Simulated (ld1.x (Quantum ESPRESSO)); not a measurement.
**Te, TM: configuration errors across variants**

tellurium (Te), norm-conserving Troullier–Martins (Kleinman–Bylander form), made with ld1.x (Quantum ESPRESSO) 7.5 (PBEsol, scalar-relativistic). Core [Kr] 4d10, reference 5s2 5p4. Waves: 5s (bound): rc 1.50 bohr; 5p (bound): rc 2.25 bohr. Local part: all-electron potential smoothed inside 1.65 bohr (lloc = -1). Core correction: a·sin(br)/r model core inside 0.85 bohr.

All-electron excitation energies from the reference (eV): (1) 5s2 5p3 9.753; (2) 5s2 5p2 27.722; (3) 5s2 5p1 54.678; (4) 5s1 5p4 19.626; (5) 5s0 5p6 18.766; (6) 5s2 5p0 91.201; (7) 5s2 5p3.5 3.907.

4 further variants failed, have other tests or another functional or relativity, and are left out.

A true bound ghost makes a file unfit for plane-wave use even where its test errors are small: the radial tests pick states by their node count and pass the ghost by. Where a test does run into it, the solver fails or the error is huge.

Errors AE − PS in meV (a dash: test not solved or not reliable):

| change | (1) | (2) | (3) | (4) | (5) | (6) | (7) | bound ghosts |
| --- | --- | --- | --- | --- | --- | --- | --- | --- |
| base | -2.0 | -17 | -90 | -13 | -43 | -331 | -0.7 | s, d |
| local potential all-electron potential smoothed inside 1.70 bohr (lloc = -1) | -3.4 | -25 | -114 | -17 | -45 | -380 | -1.0 | s, d |
| wave 5p (bound): rc 2.25 bohr becomes 5p (bound): rc 2.52 bohr | -1.7 | -17 | -98 | -5.6 | -24 | -377 | -0.6 | s, d |
| all radii but the core radius scaled by about 1.09 (s 1.64, p 2.46 bohr); local potential all-electron potential smoothed inside 1.80 bohr (lloc = -1) | +1.9 | +15 | +48 | +4.8 | -24 | +114 | -0.1 | s, d |
| core correction a·sin(br)/r model core inside 1.48 bohr | -2.1 | -18 | -92 | -13 | -43 | -336 | -0.7 | s, d |
| wave 5s (bound): rc 1.50 bohr becomes 5s (bound): rc 1.94 bohr | -1.3 | -12 | -73 | -7.4 | -29 | -284 | -0.6 | s, d |

Task: Give the same row for: local potential all-electron potential smoothed inside 1.20 bohr (lloc = -1).

Result: -5.2, -27, –, -31, -70, -222, -1.5; bound ghosts: s, p, d. Not counted: 5s2 5p1 (solver errors, printed error -5.1 eV).
